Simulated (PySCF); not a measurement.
Cost of one run: geometry optimisation, `C=C(CC)C(=O)Cl`.

Method: BHandHLYP/def2-SVP geometry optimisation, gas phase (PySCF 2.14.0). Work: geometry optimisation from a GFN2-xTB start, density fitting. A driver script takes a list of jobs; this job's settings line and coordinates (Å) are shown.

Input:
```
{"job": {"xc": "BHandHLYP", "basis": "def2-SVP", "grid": 1, "kind": "geom"}, "charge": 0, "multiplicity": 1}
C      1.590988    -0.377135     0.738047
C      0.716401     0.091439    -0.149281
C     -0.394755    -0.744585    -0.725066
C     -1.728690    -0.410404    -0.055722
C      0.731337     1.476035    -0.640700
O      0.019169     1.946935    -1.468588
Cl     1.961967     2.516815     0.103468
H      2.369838     0.235062     1.157191
H      1.548335    -1.401673     1.066836
H     -0.473730    -0.544225    -1.794654
H     -0.165686    -1.800956    -0.580952
H     -1.670970    -0.587149     1.015872
H     -1.987220     0.631545    -0.223496
H     -2.517663    -1.032178    -0.470098
```

Hardware: Intel Xeon Platinum 8259CL at 2.50 GHz, one thread, on a shared host. PySCF's memory limit was set to 1040 MB.

The basis has 137 functions.

Problem. Which is nearest to the wall time?
A. 69 s
B. 1.2 s
C. 8.7 s

Solution. A. The run took 69 s. The run took 9 energy-and-gradient evaluations and 70 SCF cycles, 7.7 s an evaluation on average.

Problem. How much memory does it need at the peak?

Solution. About 0.59 GiB. Peak memory is the resident size of the whole Python process, interpreter and libraries included.

Problem. At this speed, how long would 500 such jobs take on 16 cores, one job a core?

Solution. 500/16 gives 32 rounds of 69 s, about 37 min of wall time and 9.6 core-hours, if the jobs don't slow each other.

Other jobs ran on the host; a repeat could differ by tens of per cent or more.

The run converged: final energy -729.64856 Eh after 8 steps; dipole 3.07 D.
